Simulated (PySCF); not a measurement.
Two species compared at the same levels of theory.

First species: C4H4NO2 (charge -1).
SMILES: `[H]/N=C\C(=C)C(=O)[O-]`

Second species: C5H5N3O.
SMILES: `C(/C=N/c1ncno1)=C`

Levels: PBE0/def2-SVPD for HOMO energy, LUMO energy, HOMO–LUMO gap, static isotropic polarisability and electronic spatial extent ⟨r²⟩ about the centre of nuclear charge; TDDFT PBE0/def2-SVPD for lowest singlet excitation; TDA PBE0/def2-SVPD for lowest triplet excitation (Tamm–Dancoff); GFN2-xTB for rotational constant A and rotational constant C. Geometries: GFN2-xTB. Each structure is a single optimised conformer of the isolated species, non-relativistic unless stated; the electronic structure was computed with PySCF and density fitting.

Dipoles, sizes and rotational constants follow the conformer. The torsions of the flexible species, by atom-mapped SMILES:
- `[H]/[N:4]=[CH:3]\[C:2](=[CH2:1])[C:5](=[O:6])[O-:7]`: C1–C2–C3–N4 180°, C1–C2–C5–O6 180°
- `[CH2:1]=[CH:2]/[CH:3]=[N:4]/[c:5]1[n:6][cH:7][n:8][o:9]1`: C1–C2–C3–N4 179°, C3–N4–C5–N6 35°

Which of the two has the higher HOMO–LUMO gap, and by how much?

The second: 4.90 eV against 4.75 eV, a difference of 0.15 eV.

Which of the two has the higher rotational constant C, and by how much?

The first: 1.627 GHz against 0.715 GHz, a difference of 0.912 GHz.

Which has the higher ⟨r²⟩?

The second: 1502 bohr² against 719 bohr², a difference of 783 bohr².

Which has the higher T1 energy?

The first: 3.07 eV against 2.83 eV, a difference of 0.24 eV.

Which of the two has the higher LUMO energy, and by how much?

The first: 2.66 eV against -2.66 eV, a difference of 5.32 eV.

Which has the higher HOMO energy?

The first: -2.09 eV against -7.56 eV, a difference of 5.47 eV.

Which of the two has the higher static isotropic polarisability, and by how much?

The second: 94.9 au against 72.1 au, a difference of 22.8 au.

Which has the higher S1 energy?

The second: 3.93 eV against 3.33 eV, a difference of 0.60 eV.

On the first: S1 lies 1.42 eV below the HOMO–LUMO gap; its leading configuration is HOMO→LUMO, weight 0.93. The principal polarisabilities are 44.6, 75.3 and 96.3 au; their mean is the isotropic value.

On the second: The vertical singlet–triplet gap S1 − T1 is 1.10 eV (TDDFT singlet less Tamm–Dancoff triplet; S1: HOMO→LUMO, weight 0.64; T1: HOMO→LUMO, weight 0.87). No computed singlet falls in the visible range (750 to 380 nm, 1.65 to 3.26 eV); S1 lies 0.67 eV above its blue end.
